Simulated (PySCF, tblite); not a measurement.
C5H5O2P.
Atom-mapped SMILES: `[CH3:1][c:2]1[o:3][cH:4][p:5][c:6]1[CH:7]=[O:8]` (hydrogens: H9, H10, H11 on C1; H12 on C4; H13 on C7)

Cartesian coordinates in Å at the GFN2-xTB level; atoms count from 1:
```
atom  x, y, z in Å
C1    -0.4721    1.6387    0.2929
C2     0.3013    0.3898    0.0894
O3     1.6235    0.4544    0.1671
C4     2.2034   -0.7425   -0.0366
P5     1.1485   -2.0452   -0.3408
C6    -0.1878   -0.8740   -0.1793
C7    -1.5912   -1.2061   -0.3137
O8    -2.5082   -0.4275   -0.2095
H9    -1.1623    1.5176    1.1265
H10    0.2055    2.4659    0.4871
H11   -1.0764    1.8500   -0.5882
H12    3.2776   -0.7416    0.0163
H13   -1.7662   -2.2789   -0.5290
```

The calculation used B3LYP/def2-SVPD in PySCF (dipole) on a GFN2-xTB geometry, gas phase.

Take the most abundant isotopes and a rigid rotor. The values belong to one conformer with, in the numbering `[CH3:1][c:2]1[o:3][cH:4][p:5][c:6]1[CH:7]=[O:8]`, P5–C6–C7–O8 180°.

Question: Give the principal moments of inertia and the rotational constants in MHz.

Answer: Ia = 180.74, Ib = 300.62, Ic = 478.29 u·Å²; 505379 MHz·u·Å²/I gives A = 2796, B = 1681, C = 1057 MHz.

Question: What kind of rotor is it?

Answer: An asymmetric top; Ray's κ = -0.282.

Question: What does the inertial defect say?

Answer: Not planar: Δ = Ic − Ia − Ib = -3.08 u·Å². For a rigid frame Δ = −2 Σ m c², so Σ m c² = 1.54 u·Å² lies off the ab plane, practically all of it from hydrogen. The atom farthest from that plane is 0.87 Å away.

Question: Give the other two planar moments, Paa and Pbb, and the rms extents of the mass along the axes.

Answer: Paa = Σ m a² = (Ib + Ic − Ia)/2 = 299.08 and Pbb = Σ m b² = (Ia + Ic − Ib)/2 = 179.20 u·Å². With the mass M = 128.00 u, the rms extents √(P/M) along a, b and c are 1.53, 1.18, 0.11 Å.

Question: Where do the levels up to J = 3 lie, in MHz?

Answer: Above 0(0,0):
J = 1: 1(0,1) 2738, 1(1,1) 3853, 1(1,0) 4477
J = 2: 2(0,2) 8015, 2(1,2) 8704, 2(1,1) 10577, 2(2,1) 13922, 2(2,0) 14120
J = 3: 3(0,3) 15540, 3(1,3) 15871, 3(1,2) 19576, 3(2,2) 22135, 3(2,1) 23022, 3(3,1) 29381, 3(3,0) 29422
Those of J = 1 are B + C, A + C and A + B.

Question: Which lines would a microwave search look for?

Answer: The dipole components are |μa| = 2.09 D, |μb| = 1.34 D, |μc| = 0.00 D; the mirror of this Cs structure is the ab plane, so μc vanishes by symmetry and there are no c-type lines. Intensities carry the squares of the components, which stand as 1.00 : 0.41 (a : b). Some lines, for components of 0.1 D or more:

```csv
type,branch,"J(Ka,Kc)",MHz,lower level (cm⁻¹)
a,Q,"1(1,0) ← 1(1,1)",624,0.129
b,Q,"1(1,0) ← 1(0,1)",1739,0.091
a,Q,"2(1,1) ← 2(1,2)",1873,0.290
b,Q,"2(1,1) ← 2(0,2)",2562,0.267
a,R,"1(0,1) ← 0(0,0)",2738,0.000
b,Q,"2(2,0) ← 2(1,1)",3543,0.353
b,R,"1(1,1) ← 0(0,0)",3853,0.000
b,R,"2(0,2) ← 1(1,1)",4162,0.129
a,R,"2(1,2) ← 1(1,1)",4851,0.129
b,Q,"2(2,1) ← 2(1,2)",5218,0.290
a,R,"2(0,2) ← 1(0,1)",5277,0.091
b,R,"2(1,2) ← 1(0,1)",5966,0.091
a,R,"2(1,1) ← 1(1,0)",6100,0.149
b,R,"2(2,1) ← 1(1,0)",9445,0.149
b,R,"2(2,0) ← 1(1,1)",10267,0.129
```

Question: Estimate the classical rotational partition function at 50 K, 200 K and 298.15 K.

Answer: Point group Cs, symmetry number σ = 1; q = (√π/σ)·√((kT/h)³/(ABC)), k/h = 20836.6 MHz/K: 26700 at 50 K, 214000 at 200 K, 389000 at 298.15 K.

Its GFN2-xTB frequencies are all real (lowest 47 cm⁻¹). These are rigid-rotor constants of the computed structure; measured ground-state constants (B0) also hold zero-point vibration. A rigid rotor knows nothing of internal rotation, which can split or shift real lines.
